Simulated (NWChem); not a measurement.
The numbers come from NWChem runs, not from measurements. System: HfO$_{2}$, charge 0, spin multiplicity 1, at a geometry optimised with PBE/def2-SVP with def2 effective core potentials on Hf. The structure started from a generated list of species. Level: RHF/def2-TZVP with def2 effective core potentials on Hf.

The NWChem input:

```
start mol
memory heap 200 mb stack 900 mb global 1100 mb
geometry units angstroms nocenter noautoz
  Hf     0.000000     0.000000    -0.197780
  O     -1.432165     0.000000     0.890009
  O      1.432165     0.000000     0.890009
  symmetry group C2v
end
basis spherical
  * library def2-tzvp
end
ecp
  Hf library def2-ecp
end
scf
  rhf
  nopen 0
  maxiter 100
  thresh 1e-7
  semidirect memsize 60000000 filesize 0
end
task scf energy
```

Part of the output:

```
             Northwest Computational Chemistry Package (NWChem) 7.3.0
             --------------------------------------------------------

                                NWChem Input Module
                                -------------------

 Scaling coordinates for geometry "geometry" by  1.889725989
 (inverse scale =  0.529177249)

 Turning off AUTOSYM since
 SYMMETRY directive was detected!

                             Geometry "geometry" -> ""
                             -------------------------

 Output coordinates in angstroms (scale by  1.889725989 to convert to a.u.)

  No.       Tag          Charge          X              Y              Z
 ---- ---------------- ---------- -------------- -------------- --------------
    1 Hf                  72.0000     0.00000000     0.00000000    -0.19778000
    2 O                    8.0000    -1.43216500     0.00000000     0.89000900
    3 O                    8.0000     1.43216500     0.00000000     0.89000900

 Effective nuclear repulsion energy (a.u.)     350.7912972286

            Nuclear Dipole moment (a.u.)
            ----------------------------
        X                 Y               Z
 ---------------- ---------------- ----------------
     0.0000000000     0.0000000000    -0.0000302356

      Symmetry information
      --------------------

 Group name             C2v
 Group number             16
 Group order               4
 No. of unique centers     2

      Symmetry unique atoms

     1    2


 Summary of "ao basis" -> "" (spherical)
 ------------------------------------------------------------------------------
       Tag                 Description            Shells   Functions and Types
 ---------------- ------------------------------  ------  ---------------------
 *                         def2-tzvp                  on all atoms

 Summary of "ao basis" -> "ao basis" (spherical)
 ------------------------------------------------------------------------------
       Tag                 Description            Shells   Functions and Types
 ---------------- ------------------------------  ------  ---------------------
 Hf                        def2-tzvp                14       40   6s4p3d1f
 O                         def2-tzvp                11       31   5s3p2d1f

                                 NWChem SCF Module
                                 -----------------

  ao basis        = "ao basis"
  functions       =   102
  atoms           =     3
  closed shells   =    14
  open shells     =     0
  charge          =   0.00
  wavefunction    = RHF
  use symmetry    = T
  symmetry adapt  = T

 Summary of "ao basis" -> "ao basis" (spherical)
 ------------------------------------------------------------------------------
       Tag                 Description            Shells   Functions and Types
 ---------------- ------------------------------  ------  ---------------------
 Hf                        def2-tzvp                14       40   6s4p3d1f
 O                         def2-tzvp                11       31   5s3p2d1f

      Symmetry analysis of basis
      --------------------------

        a1         39
        a2         14
        b1         30
        b2         19

 Forming initial guess at       0.0s

      Superposition of Atomic Density Guess
      -------------------------------------

 Sum of atomic energies:        -201.50207658

      Non-variational initial energy
      ------------------------------

 Total energy =    -196.508000
 1-e energy   =    -420.133865
[...]
                 5     -197.2457759703  9.00D-03  1.96D-03      0.8
                 6     -197.2457861208  6.78D-05  3.18D-05      1.0
                 7     -197.2457861226  1.09D-08  3.14D-09      1.3

       Final RHF  results
       ------------------

         Total SCF energy =   -197.245786122641
      One-electron energy =   -424.297121998186
      Two-electron energy =    158.732930054602
 Nuclear repulsion energy =     68.318405820943

        Time for solution =      0.8s

       Symmetry analysis of molecular orbitals - final
       -----------------------------------------------

  Numbering of irreducible representations:

     1 a1          2 a2          3 b1          4 b2

  Orbital symmetries:

     1 b1          2 a1          3 a1          4 b1          5 a1
     6 b2          7 a1          8 b1          9 a1         10 b1
    11 a2         12 a1         13 b2         14 b1         15 a1
    16 b2         17 a1         18 b1         19 a1         20 a2
    21 b2         22 a1         23 a1         24 b1

             Final eigenvalues
             -----------------

              1
    1  -20.4728
    2  -20.4728
    3   -2.9062
    4   -1.6192
    5   -1.6099
    6   -1.5914
    7   -1.1228
    8   -1.1040
    9   -0.4649
   10   -0.4452
   11   -0.4164
   12   -0.4105
   13   -0.4031
   14   -0.3763
   15   -0.0545
   16    0.0246
   17    0.0445
   18    0.0793
   19    0.1485
   20    0.1499
   21    0.1784
   22    0.2239
   23    0.2445
   24    0.2543

                       ROHF Final Molecular Orbital Analysis
                       -------------------------------------

 Vector   12  Occ=2.000000D+00  E=-4.105199D-01  Symmetry=a1
              MO Center= -3.1D-13,  3.0D-15,  7.3D-01, r^2= 2.9D+00
   Bfn.  Coefficient  Atom+Function         Bfn.  Coefficient  Atom+Function
  ----- ------------  ---------------      ----- ------------  ---------------
    46      0.289975  2 O  px                77     -0.289975  3 O  px
    49      0.271563  2 O  px                80     -0.271563  3 O  px
     5      0.260733  1 Hf s                  3     -0.237705  1 Hf s
    52      0.165942  2 O  px                83     -0.165942  3 O  px

 Vector   13  Occ=2.000000D+00  E=-4.031430D-01  Symmetry=b2
              MO Center= -2.6D-13,  8.9D-15,  7.7D-01, r^2= 2.6D+00
   Bfn.  Coefficient  Atom+Function         Bfn.  Coefficient  Atom+Function
  ----- ------------  ---------------      ----- ------------  ---------------
    47      0.276632  2 O  py                78      0.276632  3 O  py
    50      0.256944  2 O  py                81      0.256944  3 O  py
    53      0.189597  2 O  py                84      0.189597  3 O  py
    20      0.157159  1 Hf d -1

 Vector   14  Occ=2.000000D+00  E=-3.762635D-01  Symmetry=b1
              MO Center=  2.2D-14,  2.9D-15,  8.1D-01, r^2= 2.8D+00
   Bfn.  Coefficient  Atom+Function         Bfn.  Coefficient  Atom+Function
  ----- ------------  ---------------      ----- ------------  ---------------
    48      0.288980  2 O  pz                79     -0.288980  3 O  pz
    51      0.265998  2 O  pz                82     -0.265998  3 O  pz
    54      0.213008  2 O  pz                85     -0.213008  3 O  pz

 Vector   15  Occ=0.000000D+00  E=-5.452327D-02  Symmetry=a1
              MO Center=  4.6D-14, -3.0D-14, -1.4D+00, r^2= 4.5D+00
   Bfn.  Coefficient  Atom+Function         Bfn.  Coefficient  Atom+Function
  ----- ------------  ---------------      ----- ------------  ---------------
     6      0.828456  1 Hf s                 18     -0.585921  1 Hf pz
     3     -0.170803  1 Hf s                 12      0.152178  1 Hf pz
     4     -0.151150  1 Hf s

 Vector   16  Occ=0.000000D+00  E= 2.458645D-02  Symmetry=b2
              MO Center=  2.5D-14,  4.2D-15, -1.0D+00, r^2= 4.3D+00
   Bfn.  Coefficient  Atom+Function         Bfn.  Coefficient  Atom+Function
  ----- ------------  ---------------      ----- ------------  ---------------
    17      0.789140  1 Hf py                30     -0.421452  1 Hf d -1
    20     -0.229138  1 Hf d -1              25     -0.181983  1 Hf d -1

 Vector   17  Occ=0.000000D+00  E= 4.453305D-02  Symmetry=a1
              MO Center= -6.6D-15,  1.1D-14, -5.6D-01, r^2= 4.1D+00
   Bfn.  Coefficient  Atom+Function         Bfn.  Coefficient  Atom+Function
  ----- ------------  ---------------      ----- ------------  ---------------
    18      0.514579  1 Hf pz                 5      0.480029  1 Hf s
    31     -0.437027  1 Hf d  0              33     -0.284312  1 Hf d  2
    21     -0.217955  1 Hf d  0              23     -0.199587  1 Hf d  2
    26     -0.175859  1 Hf d  0               4     -0.157713  1 Hf s
    45     -0.155090  2 O  s                 76     -0.155090  3 O  s

 center of mass
 --------------
 x =   0.00000000 y =   0.00000000 z =  -0.06347322

 moments of inertia (a.u.)
 ------------------
         114.772255825035           0.000000000000           0.000000000000
           0.000000000000         349.084821752930           0.000000000000
           0.000000000000           0.000000000000         234.312565927896

  Mulliken analysis of the total density
  --------------------------------------

    Atom       Charge   Shell Charges
 -----------   ------   -------------------------------------------------------
    1 Hf  12    10.45  -0.01 -0.32  1.42  0.92  0.19 -0.02  2.20  2.97  0.85  0.18  0.86  0.87  0.18  0.15
    2 O    8     8.78   0.79  1.18  0.58  0.96  0.39  1.77  2.00  1.07  0.00  0.02  0.00
    3 O    8     8.78   0.79  1.18  0.58  0.96  0.39  1.77  2.00  1.07  0.00  0.02  0.00

       Multipole analysis of the density wrt the origin
       ------------------------------------------------

     L   x y z        total         open         nuclear
     -   - - -        -----         ----         -------
     0   0 0 0     -0.000000      0.000000     28.000000

     1   1 0 0      0.000000      0.000000      0.000000
     1   0 1 0     -0.000000      0.000000      0.000000
     1   0 0 1     -3.997733      0.000000     22.424970

     2   2 0 0    -34.835625      0.000000    117.193565
     2   1 1 0     -0.000000      0.000000      0.000000
     2   1 0 1      0.000000      0.000000      0.000000
     2   0 2 0    -19.375727      0.000000      0.000000
     2   0 1 1      0.000000      0.000000      0.000000
     2   0 0 2    -24.204968      0.000000     46.935425

 Task  times  cpu:        1.3s     wall:        1.3s

 Total times  cpu:        1.3s     wall:        1.3s
```
